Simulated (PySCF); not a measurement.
# Low-lying terms of Tc⁷⁺ (technetium, charge +7)

Ground state [Kr], ¹S. Calculation: PySCF 2.14, in aug-cc-pVTZ-DK with one added diffuse shell each of s, p, d, f, g type (10s9p7d4f3g, 127 functions); scalar relativity by spin-free X2C-1e. Vertical excitation energies in eV without spin-orbit coupling; excited terms of each kind are numbered among those the solver found. Frozen: [Ar].

```json
{"term": "1 3P°", "leading excitation": "4p → d", "EOM-EE-CCSD": "42.540"}
{"term": "1 3F°", "leading excitation": "4p → d", "EOM-EE-CCSD": "44.004"}
{"term": "1 1D°", "leading excitation": "4p → d", "EOM-EE-CCSD": "46.227"}
{"term": "1 3D°", "leading excitation": "4p → d", "EOM-EE-CCSD": "46.437"}
{"term": "1 1F°", "leading excitation": "4p → d", "EOM-EE-CCSD": "46.797"}
{"term": "1 1P°", "leading excitation": "4p → d", "EOM-EE-CCSD": "57.809"}
{"term": "1 3D", "leading excitation": "4s → d", "EOM-EE-CCSD": "74.979"}
{"term": "1 1D", "leading excitation": "4s → d", "EOM-EE-CCSD": "77.209"}
{"term": "1 3S", "leading excitation": "4p → p", "EOM-EE-CCSD": "79.287"}
{"term": "2 3D", "leading excitation": "4p → p", "EOM-EE-CCSD": "80.784"}
{"term": "2 1D", "leading excitation": "4p → p", "EOM-EE-CCSD": "81.312"}
```

The spin-orbit splitting of the hole, absent here, rivals or exceeds the spacing of these terms, so the LS terms are model states.

The solver can miss terms.
